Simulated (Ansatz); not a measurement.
Cartesian coordinates in Å:
```
F 1.395 -0.211 1.018
C 0.747 0.182 -0.101
F 1.194 -0.575 -1.127
C -0.744 0.062 0.059
Br -1.310 -1.746 0.419
H 1.026 1.225 -0.304
H -1.072 0.680 0.893
H -1.236 0.383 -0.857
```

Total charge 0; spin multiplicity 1.

(1) List the r2SCAN/def2-TZVPP orbital energies in eV (Ansatz 0.2.0). (Estimate.)

## Answers

(1) The calculation gave: Occupied: -13122.08, -1695.29, -1526.08, -1525.98, -1525.98, -666.87, -666.87, -277.91, -275.16, -234.95, -175.27, -174.92, -174.91, -69.08, -68.99, -68.98, -68.72, -68.72, -33.47, -31.87, -21.93, -19.37, -16.76, -14.49, -14.42, -13.43, -11.95, -10.74, -10.61, -10.33, -10.07, -8.82, -7.28, -7.22. Lowest empty: -1.04, 1.14, 1.92, 2.37, 2.67, 3.41, 3.58, 4.76.
